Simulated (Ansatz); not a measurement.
Reaction (ligand exchange at the Si–C bond): `O[Si@H](Cl)C[Si@@H](O)F` + `N[SiH](O)O` → `O[SiH](O)N[SiH](O)Cl` + `C[SiH](O)F`

Gas-phase electronic energies from Ansatz, PBE0-D4/def2-TZVP geometries. CCSD(T)/CBS is the MP2 limit (def2-TZVPP, def2-QZVPP) plus CCSD(T) − MP2 in def2-TZVPP, frozen cores. This one scheme is used for every species. One conformer a species, not always the lowest.

| level | ΔE (kcal/mol) |
| --- | --- |
| CCSD(T)/def2-TZVPP | -15.3 |
| HF/CBS(def2) | -17.8 |

What does CCSD(T)/CBS give? (Estimate.)

Ansatz gave: -15.1 kcal/mol. The listed levels differ from it by -0.2, -2.7 kcal/mol.

Largest T1 diagnostic among the species: 0.011.

In def2-TZVPP, CCSD(T) changes the Hartree–Fock value by +2.3 kcal/mol (the triples alone add +0.2 kcal/mol) and MP2 by +2.2 kcal/mol.
